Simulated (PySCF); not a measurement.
Two species compared at the same levels of theory.

First species: C₆H₈NOP.
InChI=1S/C6H8NOP/c1-5(8)6-3-7(2)4-9-6/h3-4H,1-2H3

Second species: C6H8NOP.
SMILES: `COc1cnc(C)pc1`

Levels: PBE0/pcSseg-1 for dipole moment, HOMO energy, LUMO energy and HOMO–LUMO gap; GFN2-xTB for rotational constant A and rotational constant C. Geometries: GFN2-xTB. Each species is one conformer at its optimised geometry, gas phase, non-relativistic unless stated. Electronic properties by PySCF.

Dipoles, sizes and rotational constants follow the conformer. The torsions of the flexible species, by atom-mapped SMILES:
- `[CH3:1][C:2](=[O:3])[c:4]1[cH:5][n:6]([CH3:7])[cH:8][p:9]1`: C1–C2–C4–C5 180°
- `[CH3:1][O:2][c:3]1[cH:4][n:5][c:6]([CH3:7])[p:8][cH:9]1`: C1–O2–C3–C4 0°

```
             property   column X   column Y
        dipole moment     4.60 D     2.07 D
          HOMO energy   -6.78 eV   -6.78 eV
          LUMO energy   -1.18 eV   -1.76 eV
        HOMO–LUMO gap    5.60 eV    5.02 eV
rotational constant A  2.663 GHz  3.250 GHz
rotational constant C  0.750 GHz  0.723 GHz
```

Which column belongs to which species?

Column X is the first species and column Y the second. The first has 17 atoms and 74 electrons, the second 17 and 74.

How does each property change from the first species to the second?

dipole moment -2.53 D; HOMO energy 0.00 eV; LUMO energy -0.58 eV; HOMO–LUMO gap -0.58 eV; rotational constant A +0.587 GHz; rotational constant C -0.027 GHz.

On the first: The dipole equals about 15.4 × 10⁻³⁰ C·m (1 D = 3.33564 × 10⁻³⁰ C·m).

On the second: The dipole matches unit charges of opposite sign 0.43 Å apart (1 e·Å = 4.8032 D).
